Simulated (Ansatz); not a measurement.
```yaml
crystal:
  periodic: [false, false, false]
  atoms:
    - {symbol: N, position_ang: [-0.583377, 0.670565, 0.838058]}
    - {symbol: W, position_ang: [0.385707, -0.395728, -0.430682]}
    - {symbol: O, position_ang: [1.554391, -1.264387, 0.435884]}
    - {symbol: S, position_ang: [-0.988512, -1.715584, -1.386510]}
    - {symbol: Cl, position_ang: [1.414105, 0.916667, -1.970651]}
    - {symbol: H, position_ang: [-1.564315, 0.896638, 0.760423]}
    - {symbol: H, position_ang: [-0.218008, 0.891838, 1.753477]}
basis:
  gaussian: {orbitals: def2-TZVPP}
hamiltonian: {xc: {name: HF}}
correlation: {method: mp2, frozen_orbitals: {N: 0}}
```

```sh
$ ansatz run in.yaml --threads 4 --pin off --events-out ev --progress --plain --max-ram 10444MiB
```

Shortened log:

```
Functional definition: HF
Error: "frozen_orbitals" has no count for W
```

Task: Something in this input is off. What?

Result: Frozen orbitals are typed for one element alone, and the program wants a count for each. The input was rejected before any iteration.
